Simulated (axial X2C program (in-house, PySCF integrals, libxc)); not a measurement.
**Low determinants of CaB⁺ at the PBE0 level, 2c**

Calculated with an axial X2C code built on PySCF integrals. Two-component (2c) means X2C with spin–orbit coupling and atomic mean-field two-electron Coulomb and Gaunt terms. Basis: Ca dyall-cv3z [11s12p6d4f], B dyall-v3z [7s6p2d1f] (cores contracted in-house); Gaussian nuclei, density fitting, unrestricted open shells. Masses: Ca 39.963 u, B 11.009 u.

Search at 2.447 Å (vertical energies from the lowest determinant):

```json
{"ΔE (eV)": "0.00", "state": "Ω = 2", "electrons beyond evenly filled partner blocks": "ω = 1/2, ω = 3/2", "electrons in ±ω = 1/2, 3/2, 5/2, 7/2": "19 5 0 0"}
{"ΔE (eV)": "0.28", "state": "Ω = 1", "electrons beyond evenly filled partner blocks": "2 × ω = 1/2", "electrons in ±ω = 1/2, 3/2, 5/2, 7/2": "20 4 0 0"}
{"ΔE (eV)": "0.28", "state": "Ω = 1", "electrons beyond evenly filled partner blocks": "ω = -1/2, ω = 3/2", "electrons in ±ω = 1/2, 3/2, 5/2, 7/2": "19 5 0 0"}
{"ΔE (eV)": "0.73", "state": "Ω = 0", "electrons beyond evenly filled partner blocks": "none", "electrons in ±ω = 1/2, 3/2, 5/2, 7/2": "20 4 0 0"}
{"ΔE (eV)": "1.21", "state": "Ω = 0", "electrons beyond evenly filled partner blocks": "none", "electrons in ±ω = 1/2, 3/2, 5/2, 7/2": "18 6 0 0"}
{"ΔE (eV)": "2.73", "state": "Ω = 3", "electrons beyond evenly filled partner blocks": "ω = 1/2, ω = 5/2", "electrons in ±ω = 1/2, 3/2, 5/2, 7/2": "19 4 1 0"}
{"ΔE (eV)": "2.76", "state": "Ω = 2", "electrons beyond evenly filled partner blocks": "ω = -1/2, ω = 5/2", "electrons in ±ω = 1/2, 3/2, 5/2, 7/2": "19 4 1 0"}
```

Lowest determinant, Ω = 2 (⟨Sz⟩ = 1.00, ⟨Lz⟩ = 1.00 at PBE0): Re = 2.444 Å, ωe = 448.7 cm⁻¹.

The determinant in row 2 of the search, Ω = 1 (⟨Sz⟩ = 0.00, ⟨Lz⟩ = 1.00 at PBE0), was followed along the bond at PBE0; measured from the minimum of the lowest determinant it gives:

Te = 0.281 eV (2268 cm⁻¹), Re = 2.439 Å, ωe = 442.8 cm⁻¹.

Compare the bond of the determinant in row 2 with that of the lowest one.

At PBE0 its Re is 0.005 Å shorter and its force constant, which goes as ωe², is 0.97 times that of the lowest determinant. This determinant mixes spin states, so it has no term energy of its own.

The search compares states at one distance, so a state with another bond length can lie lower; it is not exhaustive and yields mostly the lowest determinant of each block pattern, so other components and higher states of one pattern are missing. These are energies of single determinants, not of spin-adapted states; PBE0 term energies can be off by some tenths of an eV, and the functional has no current term. Open-shell Ω = 0 determinants with evenly filled partner blocks cannot be reached by this program, so the Ω shown need not be the lowest component. The lowest determinant need not be the ground state where others lie within half an eV.
